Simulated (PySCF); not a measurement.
C2H3ClSi, SMILES C([SiH2]Cl)#C, singlet (CAM-B3LYP/def2-SVP optimised geometry):

```
7

C      1.330    -0.649     0.000
C      0.119    -0.633     0.000
Si    -1.708    -0.633     0.000
Cl    -2.406     1.311     0.000
H      2.406    -0.661     0.000
H     -2.203    -1.310    -1.220
H     -2.203    -1.311     1.220
```

Calculation: CAM-B3LYP/def2-TZVP in PySCF.

**Question.** What are the frontier orbital energies and the dipole moment?

**Answer.** HOMO-2 -10.55 eV, HOMO-1 -10.00 eV, HOMO -9.89 eV, LUMO 0.26 eV, LUMO+1 0.82 eV; dipole moment 1.62 D.

On the same geometry PBE/def2-TZVP (PySCF) gives HOMO-2 -7.78 eV, HOMO-1 -7.43 eV, HOMO -7.30 eV, LUMO -1.78 eV, LUMO+1 -1.29 eV; dipole moment 1.50 D.

Meta-Löwdin charges at CAM-B3LYP/def2-TZVP: C1 -0.13, C2 -0.31, Si3 0.74, Cl4 -0.30, H5 0.18, H6 -0.09, H7 -0.09.
